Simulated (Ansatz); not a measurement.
## Which is lower?

Two relaxed structures of LiGaH$_{2}$, singlet (PBE0-D4/def2-TZVP; forces vanish, vibrations not checked).

A:

```xyz
4
angstrom
Li -1.9125 1.6701 -1.2616
Ga -0.3326 0.0902 -0.4061
H -0.2161 -1.4312 0.1190
H -2.1324 0.0230 -0.7665
```

B:

```json
{"atom": "Li1", "x (Å)": "-1.9507", "y (Å)": "0.7423", "z (Å)": "-1.1669"}
{"atom": "Ga2", "x (Å)": "0.1258", "y (Å)": "-0.0474", "z (Å)": "0.0753"}
{"atom": "H3", "x (Å)": "0.6864", "y (Å)": "-1.5546", "z (Å)": "0.1542"}
{"atom": "H4", "x (Å)": "1.1385", "y (Å)": "0.8597", "z (Å)": "0.9375"}
```

Ansatz 0.2.0; basis: def2-TZVPP; cores frozen in the correlated methods. Filled d shells of the heavier atoms are correlated. The outer core shell of Li, Na, Mg and K is correlated. The def2 sets are not built for correlating such inner shells, so the correlated values are less sure here. B3LYP uses VWN-RPA correlation.

Which structure is lower at CCSD(T), and by how much? (Judge from chemistry; the value comes from the calculation.)

Computed: B, by 0.090 eV (electronic energy, against the other). By their contacts, A is LiGaH₂ ([H]1[Li][GaH]1) and B is LiGaH₂ ([Li][GaH2]).

Do the other methods give the same order? (A judgement: the text doesn't fix the answer.)

The calculation gives: Not all: PBE-D4, B3LYP-D4 give the other order.

```json
{"method": "PBE-D4", "E(B) − E(A) (eV)": "0.008"}
{"method": "r2SCAN-D4", "E(B) − E(A) (eV)": "-0.028"}
{"method": "PBE0-D4", "E(B) − E(A) (eV)": "-0.044"}
{"method": "B3LYP-D4", "E(B) − E(A) (eV)": "0.015"}
{"method": "wB97M-V", "E(B) − E(A) (eV)": "-0.053"}
{"method": "HF", "E(B) − E(A) (eV)": "-0.167"}
{"method": "MP2", "E(B) − E(A) (eV)": "-0.122"}
{"method": "CCSD", "E(B) − E(A) (eV)": "-0.100"}
{"method": "CCSD(T)", "E(B) − E(A) (eV)": "-0.090"}
```

The T1 diagnostic stays at or below 0.015. The restricted Hartree–Fock reference is unstable towards an unrestricted one at one or more of these structures.

Labels in which every atom is bracketed show which atoms are joined, not bond orders.

For scale, one of the runs: CCSD(T)/def2-TZVPP, 95 basis functions, launched by `ansatz run in.yaml --threads 2 --pin off --events-out ev --progress --plain --max-ram 4352MiB`. Hardware: 2 CPU threads of an Arm Neoverse V2, shared host. Wall time about 3 s.
